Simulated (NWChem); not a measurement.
[OH][Ca][Br] (CaHOBr), optimised at PBE-D3(BJ)/def2-SVP with NWChem:

| Quantity | Result |
|---|---|
| highest occupied level (eV) | -5.82 |
| orbital gap (eV) | 3.57 |
| dipole (D) | 4.36 |
| highest harmonic frequency (cm⁻¹) | 3827 |
| zero-point energy (kcal/mol) | 8.2 |

All stand in one matching conformer (torsions within 35°), which need not be the lowest. This build's default masses of Se (78.918 u) and Br (79.917 u) are each other's, which moves their modes by up to 0.6 %.

### Question
One Ca atom is replaced by Zn, giving [OH][Zn][Br] (ZnHOBr), optimised at the same level. How do these values move?

### Answer
```json
[
 {"quantity": "highest occupied level (eV)", "new value": "-6.32", "change": "-0.50"},
 {"quantity": "orbital gap (eV)", "new value": "4.26", "change": "+0.69"},
 {"quantity": "dipole (D)", "new value": "1.76", "change": "-2.60"},
 {"quantity": "highest harmonic frequency (cm⁻¹)", "new value": "3724", "change": "-103"},
 {"quantity": "zero-point energy (kcal/mol)", "new value": "8.1", "change": "-0.1"}
]
```
